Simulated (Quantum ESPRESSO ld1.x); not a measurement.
Species: Hf26+. Configuration: [Kr] 4d10 (the NIST ground configuration). Calculated with ld1.x of Quantum ESPRESSO 7.5: scalar-relativistic Kohn-Sham, LDA (Slater exchange, VWN5 correlation), spin-unpolarised, spherical densities, point nucleus.

Normalised radial functions P(r) = r R(r), r in bohr:

```
   r/bohr * 3s, o 4d (the largest magnitude, 2.39, reaches the edge; | marks zero, & curves that meet)
0.0009076                             o  *
 0.001172                             o   *
 0.001527                             o   *
 0.001988                             o    *
 0.002568                             o     *
 0.003344                             o       *
 0.004354                             o        *
 0.005669                             o         *
 0.007324                             o         *
 0.009536                             o         *
  0.01242                             o        *
  0.01604                             o     *
  0.02089                             |o*
   0.0272                         *   |o
  0.03513                   *         | o
  0.04575              *              |   o
  0.05957             *               |     o
  0.07756                   *         |        o
   0.1002                             | *        o
   0.1305                             |          o     *
   0.1699                             |       o                  *
   0.2194                             |o                         *
   0.2857                    o        |                 *
   0.3721            o                |       *
   0.4806           o                 | *
   0.6258                o            *
   0.8149                       o     *
    1.061                           o *
    1.371                             &
    1.785                             &
    2.324                             &
```

3s: eigenvalue -3410.8 eV, 2 radial nodes at r = 0.0230, 0.0964 bohr, <r> = 0.208 bohr, 90 % of the charge inside 0.305 bohr. 4d: eigenvalue -985.18 eV, 1 radial node at r = 0.224 bohr, <r> = 0.470 bohr, 90 % of the charge inside 0.689 bohr.
